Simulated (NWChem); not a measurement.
C$_{3}$H$_{6}$OS; SMILES CCSC=O

```xyz
11

C      0.7632     1.8611    -0.4346
C      0.0113     1.1031     0.6570
S     -1.1156    -0.1981     0.0019
C      0.0546    -1.5239    -0.2178
O      1.2357    -1.4737     0.0357
H      1.3955     2.6341     0.0194
H      1.4089     1.1826    -0.9987
H      0.0746     2.3487    -1.1320
H     -0.6296     1.7657     1.2457
H      0.7042     0.5967     1.3339
H     -0.4439    -2.4261    -0.6195
```
Atoms are numbered in this order, from 1.

Level: B3LYP/6-31G* (spherical d) (NWChem), optimised geometry, unscaled harmonic frequencies. 

Task: List the harmonic frequencies with IR intensities, and the thermochemistry.

Result: 
```csv
frequency (cm⁻¹),IR intensity (km/mol)
69,0.5
195,5.5
227,9.7
279,4.0
345,4.2
519,1.0
646,6.0
746,51.5
784,84.6
936,1.3
990,6.7
1081,1.6
1090,2.7
1300,2.1
1325,25.4
1394,11.0
1438,4.3
1488,7.7
1522,9.0
1532,4.1
1779,258.1
2983,84.8
3056,24.6
3090,8.9
3122,21.4
3137,3.2
3156,13.7
```

The zero-point energy is 54.6 kcal/mol and the thermal correction to the enthalpy at 298.15 K (with zero-point energy) comes out as 59.1 kcal/mol. The heat capacity Cv comes out as 20.6 cal/(mol K). The entropy at 298.15 K and 1 atm (symmetry number 1) comes out as 78.7 cal/(mol K) and the dipole moment is 1.34 D.

Rigid rotor and harmonic oscillator; modes under 100 cm⁻¹ make the entropy uncertain.
